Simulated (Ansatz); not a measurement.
Calculated with Ansatz (gas phase, PBE0-D4/def2-TZVP geometries, no zero-point term in ΔE). CCSD(T)/CBS adds triple-zeta CCSD(T) − MP2 to the extrapolated MP2 energy (def2 sets, frozen cores). This one scheme is used for every species. DFT in def2-TZVPP. For Ga outer-core shells are correlated without core-valence functions, which leaves a few kJ/mol of doubt a bond. Scalar relativity is left out up to krypton.

`[BH2][GaH2]` + `O[SiH3]` → `[SiH3][O][GaH2]` + BH₃  (cleavage of the Ga–B bond)

`[BH2][GaH2]`:

Cartesian coordinates in Å:
```
B 0.080 -0.763 0.788
Ga -0.071 0.668 -0.692
H -0.572 -0.713 1.792
H 0.827 -1.697 0.699
H -1.093 0.542 -1.885
H 0.829 1.962 -0.702
```

`O[SiH3]`:

Z-matrix (Å, degrees):
```
Si
O 1 1.648
H 1 1.489 2 111.7
H 1 1.489 2 111.7 3 120.9
H 1 1.481 2 105.9 3 -119.6
H 2 0.957 1 117.9 3 -60.5
```

`[SiH3][O][GaH2]`:

```xyz
8

Si    1.007    0.754   -0.527
O    -0.305    0.437    0.385
Ga   -1.391   -0.927    0.766
H     1.451   -0.455   -1.282
H     2.131    1.205    0.338
H     0.698    1.830   -1.506
H    -2.522   -0.567    1.771
H    -1.069   -2.277    0.054
```

BH₃:

```xyz
4

B     0.000    0.000    0.000
H    -0.605    1.016    0.162
H     0.676   -0.439    0.880
H    -0.071   -0.577   -1.042
```

```
             level  ΔE (kJ/mol)  difference from CCSD(T)/CBS
            PBE-D4        -78.3                         16.1
            B97M-V        -91.3                          3.1
          BHLYP-D4       -105.3                        -10.9
           ωB97X-V        -96.2                         -1.8
            revPBE        -75.7                         18.7
           r2SCANh        -90.9                          3.5
             BHLYP       -100.9                         -6.5
           LC-ωPBE        -87.9                          6.5
RPA@PBE/def2-TZVPP       -101.4                         -7.0
     CCSD/def2-SVP       -111.9                        -17.5
  CCSD(T)/def2-SVP       -112.3                        -17.9
CCSD(T)/def2-TZVPP        -99.5                         -5.1
    MP2/def2-QZVPP       -105.3                        -10.9
      HF/CBS(def2)       -116.0                        -21.6
     MP2/CBS(def2)       -102.5                         -8.1
    CCSD/CBS(def2)        -94.4                          0.0
       CCSD(T)/CBS        -94.4                            0
```

Largest T1 diagnostic among the species: 0.014.

At CCSD(T), def2-SVP lies −17.8 kJ/mol from the extrapolated value and def2-TZVPP −5.1 kJ/mol. Leaving LDA and LC-ωPBE aside and taking each functional with its dispersion term where it has one, the values spread over 27.0 kJ/mol, from BHLYP-D4 to PBE-D4. LDA lies +3.3 kJ/mol from PBE without D4.
